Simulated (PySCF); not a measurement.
# TcBr2, sextet: data card

All numbers come from UB3LYP/[Tc def2-SVP with ECP28, Br def2-SVP], scalar-relativistic core potentials, density fitting, no spin–orbit coupling, PySCF.

The structure is a minimum.

```xyz
3
charge 0 multiplicity 6, angstrom
Tc    0.0000    0.0000    0.0000
Br    2.4496    0.0000    0.0000
Br   -2.4496    0.0000    0.0000
```

```
Point group                                                                   : D∞h
Bond lengths                                                                  : Tc–Br 2.450 Å (×2)
Bond angles                                                                   : Br–Tc–Br 180.0°
Spin squared ⟨S²⟩                                                             : 8.760
Heat capacity Cp at 298.15 K                                                  : 60.2 J/(mol K)
Enthalpy at 298.15 K above 0 K                                                : 15.67 kJ/mol
Lowest empty level (β)                                                        : -3.98 eV
Principal quadrupole moments (Buckingham, traceless) about the centre of mass : -11.78, 5.89, 5.89 D Å
Rotational constants                                                          : 0.0178 cm⁻¹
Entropy at 298.15 K and 1 bar (electronic part: spin only)                    : 332.0 J/(mol K)
Rotational symmetry number                                                    : 2
Atomisation energy without zero-point energy                                  : 705 kJ/mol
Zero-point energy                                                             : 3.6 kJ/mol
Principal polarisabilities                                                    : 47.1, 47.1, 119.5 bohr³
Dipole moment                                                                 : 0.00 D
Highest occupied level (α)                                                    : -7.17 eV
```

Harmonic modes (masses in u: Tc 98.907, Br 78.918):
```csv
symmetry,ω (cm⁻¹),"IR (km/mol, summed over degenerate members)",type
πu,39,9.8,bend
σg+,209,0.0,stretch
σu+,314,90.2,stretch
```

In D∞h the vibrations span πu + σg+ + σu+. The σg+ mode carries no infrared intensity, as symmetry demands. With a centre of inversion only u modes can be infrared active and only g modes Raman active.

Charges (e):
| atom | Mulliken | Löwdin | polar tensor | spin (Mulliken) | Mayer order to Tc1 |
| --- | --- | --- | --- | --- | --- |
| Tc1 | 0.44 | -0.10 | 1.16 | 4.67 | – |
| Br2,3 | -0.22 | 0.05 | -0.58 | 0.16 | 1.22 |

Mulliken populations on Tc1 (electrons outside its core potential): s 2.65, p 6.40, d 5.50, f 0.01.

Outer orbital energies (eV). α occupied: -9.47, -9.47, -8.77, -8.37, -8.37, -7.97, -7.17, -7.17; empty: -0.90, -0.79, -0.79, 1.11. β occupied: -20.61, -20.35, -10.25, -8.69, -8.54, -8.54, -8.05, -8.05; empty: -3.98, -3.76, -3.76, -3.42.

Formally Tc is in oxidation state +2, d5, with 5 unpaired electrons (the high-spin count). The Mulliken spin on Tc is 4.67. The polar-tensor charge on Tc, 1.16, is far below the formal one.

Only a few start shapes were tried, so a lower isomer may exist. Open d and f shells are described by one determinant, and the ground state may have another occupation or spin.

The final relaxation and frequency run took about 70 core-seconds on a shared host.
